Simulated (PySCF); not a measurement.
# Reading the logs of faulty runs: B2H5N2 anion

These are calculations, not measurements. They come from PySCF 2.14.0, an open-source quantum chemistry program, on an isolated molecule that a program drew, which may never have been made. The molecule is B2H5N2 anion (charge -1, singlet), drawn as the SMILES string `[BH3-]NB=N`.

Each row is a Hartree-Fock (HF) and frozen-core CCSD(T) single point in the aug-cc-pVDZ basis, meant for a local HF minimum. Run 1 is clean. Each other run has one planted mistake out of seven kinds, and not every kind appears here: one electron removed, one electron added, multiplicity raised by two, geometry at a saddle point, minimal basis STO-3G, one bond length entered in bohr, all coordinates scaled. The reference is restricted for singlets and unrestricted otherwise, and also for a bond in bohr. Adding or removing an electron swaps singlet and doublet. Electrons count all cores. HOMO and LUMO are orbital energies over both spins, the gradient is its largest component, and the lowest frequency (negative if imaginary) is given only where the gradient is small. Bond lengths are over the 8 bonds as drawn. T1 is the CCSD diagnostic: over 0.02 (restricted) or 0.045 (unrestricted) a single reference is doubtful.

Geometry of the clean run:
```xyz
9
B2H5N2 anion, angstrom
B     0.5817   -0.9792    1.3934
N    -0.8280   -0.3691    1.8377
B    -2.0621   -0.6426    1.3663
N    -3.2565   -0.8099    0.8771
H     0.3855   -1.7684    0.4641
H     1.3339   -0.0589    1.0289
H     1.0961   -1.5709    2.3601
H    -0.7924    0.2752    2.6013
H    -3.8278   -1.5641    1.2003
```

| run | electrons | basis functions | <S^2> | HOMO (eV) | LUMO (eV) | gradient (hartree/bohr) | lowest frequency (cm^-1) | mean bond (Å) | longest bond (Å) | T1 | HF (hartree) | CCSD(T) (hartree) | mistake |
|---|---|---|---|---|---|---|---|---|---|---|---|---|---|
| 1 | 30 | 137 | 0.000 | -4.86 | 3.73 | 4.3e-05 | 106 | 1.2465 | 1.599 | 0.0147 | -161.26104 | -161.87316 | no fault |
| 2 | 30 | 137 | 2.034 | 0.27 | 2.09 | 1.2e-01 | - | 1.2465 | 1.599 | 0.0502 | -161.12300 | -161.71906 | multiplicity raised by two |
| 3 | 30 | 137 | 0.000 | -4.63 | 3.73 | 6.5e-02 | - | 1.1804 | 1.514 | 0.0132 | -161.23331 | -161.83391 | all coordinates scaled |
| 4 | 30 | 137 | 0.782 | -4.69 | 3.71 | 1.9e-02 | - | 1.3577 | 1.889 | 0.0537 | -161.12597 | -161.73620 | ? |
| 5 | 30 | 25 | 0.000 | -1.53 | 16.09 | 6.0e-02 | - | 1.2465 | 1.599 | 0.0191 | -159.06203 | -159.31000 | ? |

**Which mistake was planted in run 4, and what did it cost?**

The mean bond changes by a factor of 1.089 and the longest by 1.181, so the molecule wasn't scaled as a whole. A length L in bohr read as angstrom grows by (1/0.5292 - 1) L = 0.890 L. The 8 bonds together grew by 8 x 0.1112 = 0.890 Å, which gives L = 1.000 Å. That is the length of one of the H-N bonds, 1.000 Å in the clean geometry. So the mistake is: one bond length entered in bohr. Subtracting run 1 and multiplying by 627.51 kcal/mol a hartree, the energy moved by 84.8 kcal/mol in HF and 85.9 kcal/mol in CCSD(T).

**Which mistake was planted in run 5, and what did it cost?**

It has 25 basis functions where the clean run has 137, with the same electrons and geometry. So the mistake is: minimal basis STO-3G. Subtracting run 1 and multiplying by 627.51 kcal/mol a hartree, the energy moved by 1379.9 kcal/mol in HF and 1608.4 kcal/mol in CCSD(T).

Cautions from the logs. Run 2: T1 is over the limit, so its CCSD(T) energy is less reliable and the HOMO is above zero, so the electron isn't bound and the energy depends on the basis; run 4: T1 is over the limit, so its CCSD(T) energy is less reliable.
